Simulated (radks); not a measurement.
Values are calculated unless marked as measured or tabulated.
All-electron atom: the tungsten ion W54+ in [Ar] 3d2.

Level of theory: Dirac Kohn-Sham, LB94 model potential, spin-unpolarised, spherical densities, finite nucleus; open shells fill j = l - 1/2 first; Fermi nuclear charge, rms radius 5.3658 fm (a radial shooting solver on a logarithmic mesh with Libxc functionals).

Energy parts (hartree):
kinetic: 15359.6534
electron-nucleus: -30231.2717
Hartree: 1717.7101
(The LB94 potential has no energy functional, so no total or exchange-correlation energy is given.)

Orbitals (lengths in bohr, moments of r in powers of bohr; r(90%) holds 90 % of the orbital's charge):
orbital  occ.  eigenvalue (hartree)      <r>  r(90%)      <r^2>  small-component weight
1s1/2       2             -2695.960  0.01833  0.0334  0.0004618                7.80e-02
2s1/2       2             -576.8669  0.07628   0.119   0.006929                1.79e-02
2p1/2       2             -559.0344  0.06306   0.105   0.004938                1.79e-02
2p3/2       4             -508.3109  0.07083   0.115   0.006090                1.63e-02
3s1/2       2             -220.4232   0.1894   0.277    0.04101                6.62e-03
3p1/2       2             -213.3742   0.1782   0.266    0.03693                6.59e-03
3p3/2       4             -200.7288   0.1906   0.283    0.04201                6.12e-03
3d3/2       2             -190.4447   0.1636   0.251    0.03105                5.99e-03
3d5/2       0             -187.5004   0.1675   0.256    0.03239                5.86e-03

The highest occupied level is 3d3/2 at -5182.3 eV. The density falls to 0.001 e/bohr^3 at r = 0.60 bohr. For comparison, the ionisation energy in NIST's Atomic Spectra Database is 5209 eV (semi-empirical). In exact Kohn-Sham theory the highest level is minus the ionisation energy, but local and semilocal functionals leave it too shallow, through self-interaction and a potential that decays too fast; potentials with the right tail come closer. Summed over all electrons, <r^2> = 0.4350 bohr^2, which gives a Langevin (diamagnetic) susceptibility term of -0.345 x 10^-6 cm^3/mol.

Beside tabulated values, note that spin-unpolarised runs miss the spin-polarisation part of the exchange energy of open shells.
